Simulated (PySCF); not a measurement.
C3H5NOSi, SMILES C1C=C[Si@@H](O)N=1.

Geometry optimised at B3LYP-D3(BJ)/def2-SVP. The structure was generated by enumeration; whether it is a known compound was not checked. One conformer was computed; it need not be the lowest.

Two levels are set side by side: PBE/def2-TZVP (PySCF) and r2SCAN/def2-TZVP (PySCF). Same geometry, gas phase. Differences are taken from unrounded values.

| quantity | r2SCAN |
|---|---|
| orbital gap (eV) | 3.23 |
| highest occupied level (eV) | -6.20 |
| lowest empty level (eV) | -2.97 |
| dipole moment (D) | 2.79 |
| mean polarisability (bohr³) | 64.4 |

What does PBE give, and how far is it from r2SCAN? (Estimate from the structure and the level; the computed values follow.)


| quantity | PBE | PBE minus r2SCAN |
|---|---|---|
| orbital gap (eV) | 2.82 | -0.41 |
| highest occupied level (eV) | -5.91 | 0.28 |
| lowest empty level (eV) | -3.09 | -0.12 |
| dipole moment (D) | 2.69 | -0.10 |
| mean polarisability (bohr³) | 65.9 | 1.5 |

Rough cost on one machine, each run with all the roots and properties that it gave: r2SCAN against PBE about 3 times.
